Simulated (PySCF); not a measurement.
Molecule: SMILES [SiH3]c1ccc(C(C)C)s1 (C₇H₁₂SSi). Atoms near the plane z = 1.2 Å, at the GFN2-xTB optimised geometry (x, y, z in Å): C2 (-1.2, -2.5, 0.0), C3 (-2.1, -2.5, 1.3), C4 (-0.3, -1.3, 0.0), C5 (1.1, -1.3, 0.0), C6 (1.7, 0.0, 0.0), C7 (0.7, 1.0, 0.0), Si8 (1.0, 2.8, 0.0), S9 (-0.9, 0.3, 0.0), H13 (-0.6, -3.4, 0.0), H14 (-1.5, -2.5, 2.1), H15 (-2.7, -3.4, 1.3), H16 (-2.7, -1.6, 1.3), H17 (1.7, -2.2, 0.0), H18 (2.7, 0.2, 0.0), H19 (0.4, 3.4, 1.2), H21 (2.4, 3.1, 0.0).

Method: PBE0/def2-SVP (PySCF). Cells within 0.4 Å of a nucleus heavier than hydrogen are left out (blank, or x). The values are rescaled to run from 0 to 1.

```
|3333333333333333333333333333333|
|3333333333333333333333333333333|
|3333333333333333333333333333333|
|3333333333333333333333333333333|
|3333333333333333333333333333333|
|3333333333333333333333333333333|
|3333333333333333233333333333333|
|3333333333333333333333333333333|
|3333333333333333333333333333333|
|3333333333344443333333333333333|
|3333333334444444433333333333333|
|3333333344455554433333333333333|
|3333333344567765433222333333333|
|3333333345678876432212233333333|
|3333333445689986431111223333333|
|3333333445679986421001223333333|
|3333333344567765320001223333333|
|3333333334556654210001223333333|
|3333333333444443200001223333333|
|3333333223344432100012233333333|
|3333333222333332211112233333333|
|333333322xx33332222222333333333|
|333333333xx33333222223333333333|
|3333333344443333333333333333333|
|3333333444433333333333333333333|
|3333333444433333333333333333333|
|3333333333333333333333333333333|
|3333333333333333333333333333333|
|3333333333333333333333333333333|
|3333333333333333333333333333333|
|3333333333333333333333333333333|
```
Scale: ten equal steps from 0.000 (start of '0') to 1.00 (end of '9'), in the order '0123456789'; x runs from -5.50 to 5.50, y from -5.50 (bottom) to 5.50 (top).

Problem. Which quantity is mapped?
A) an orbital amplitude
B) Laplacian of the electron density
C) electrostatic potential
D) electron localisation function

Solution. A, an orbital amplitude. In full: HOMO−1 amplitude (bohr^(-3/2)).
